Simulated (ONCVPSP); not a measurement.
## Ranking ONCV potentials for gold (Au)

All share these settings but for the change named:

ONCVPSP 4.0.1 input, shortened (lines: element, Z, core and valence counts, functional; n l f; lmax; l rc ep ncon nbas qcut; lloc lpopt rc5 dvloc0; l nproj debl; icmod fcfact rcfact), PBE, fully relativistic:

```
  Au 79.00   10    4        4      upf
    1    0    2.00
    2    0    2.00
    2    1    6.00
    3    0    2.00
    3    1    6.00
    3    2   10.00
    4    0    2.00
    4    1    6.00
    4    2   10.00
    4    3   14.00
    5    0    2.00
    5    1    6.00
    5    2   10.00
    6    0    0.75
    2
    0    1.55    0.00    4    9    8.50
    1    1.15    0.00    4    6    8.40
    2    1.40    0.00    5    9    7.90
    4    5    1.15    0.00
    0    3    4.00
    1    1    0.60
    2    1    3.50
    3    2.00    1.65
```

Open shells are filled in proportion to 2j + 1.

Cutoff: the first of the cutoffs (Ha) at which the residual kinetic energy of the hardest occupied pseudo-wave falls to 1 and 0.1 mHa per electron; the density cutoff is not measured.

The base gives 63 Ha.

Of 11 variants that were run, those that failed, showed a ghost or another fault, or gave nearly equal values are left out.

A variant can come out equal or close to the base.

(1) Rank these variants from softest to hardest (loose cutoff).
A. s: qcut 6.2; p: qcut 6.2; d: qcut 5.8
B. d: qcut 4.8
C. all radii but the core radius scaled by about 1.21 (s 1.88, p 1.40, d 1.70 bohr); local potential polynomial inside 1.40 bohr (lpopt 5, dvloc0 0 Ha)
D. p: ncon 3, nbas 5

Results:

(1) C (30 Ha), D (36 Ha), B (63 Ha), A (72 Ha).
